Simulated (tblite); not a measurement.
Species: CH8OSSi2.
SMILES with atom numbers: `[CH3:1][S:2][Si@@H:3]([OH:4])[SiH3:5]` (hydrogens: H6, H7, H8 on C1; H9 on Si3; H10 on O4; H11, H12, H13 on Si5)

Computed with GFN2-xTB (tblite), gas phase: nudged elastic band of 9 images (0 to 8), spring 0.2 eV/Å², climbing image at the end, force threshold 0.05 eV/Å. No saddle search or frequency run followed, so the top image need not be a first-order saddle, and its height can exceed the method's true barrier by a kcal/mol or more.

The band describes a rotation about Si3–S2 (oxygen-bound silicon, sulfur bonded to C and Si), followed by the dihedral O4–Si3–S2–C1, from the optimised start (179°) to a second optimised geometry at -64°.

**Question.** Give the energy profile along the converged band.

**Answer.** 
| image | dihedral (°) | E (kJ/mol) | Si3–S2 (Å) | O4···C1 (Å) | largest true force (eV/Å) |
| --- | --- | --- | --- | --- | --- |
| 0 | 179 | 0.00 | 2.168 | 4.44 | 0.01 |
| 1 | -167 | 0.63 | 2.169 | 4.43 | 0.03 |
| 2 | -153 | 2.11 | 2.171 | 4.39 | 0.03 |
| 3 | -137 | 3.99 | 2.174 | 4.32 | 0.04 |
| 4 | -120 | 5.52 | 2.177 | 4.19 | 0.04 |
| 5 | -103 | 5.54 | 2.176 | 4.02 | 0.04 |
| 6 | -87 | 4.36 | 2.174 | 3.80 | 0.03 |
| 7 | -73 | 3.58 | 2.173 | 3.59 | 0.03 |
| 8 | -64 | 2.95 | 2.172 | 3.46 | 0.01 |

Barriers of this band. The top is image 5 at -103°: 5.54 kJ/mol forward and 2.59 kJ/mol back; the end lies 2.95 kJ/mol above the start. The central bond is 0.008 Å longer at the top than at the start.

**Question.** What rate follows at 298 K for crossing this barrier forward?

**Answer.** Taking the electronic barrier for the free energy of activation (no zero-point or entropy terms, transmission 1), rate = (kT/h)·exp(−ΔE/kT) ≈ 7 × 10^11 s⁻¹, whose inverse is 2 × 10^-12 s. An error of 1 kcal/mol in the barrier changes this by a factor of 5, and the method and the loose band can each miss by that much or more. The barrier is only 2.2 kT, where transition-state theory is rough.

**Question.** How would the two end points share their population at 298 K, from these energies alone?

**Answer.** exp(−ΔE/kT) with ΔE = 0.031 eV gives 0.3 for the higher one (end) against 1 for the lower, without vibrational, rotational or degeneracy terms. GFN2-xTB can put conformers this close in the wrong order.

What follows is the cost of the whole band run. The run took 3.2 s on an Arm Neoverse V1 with one thread (shared host), and the process peaked at 0.18 GiB of memory.
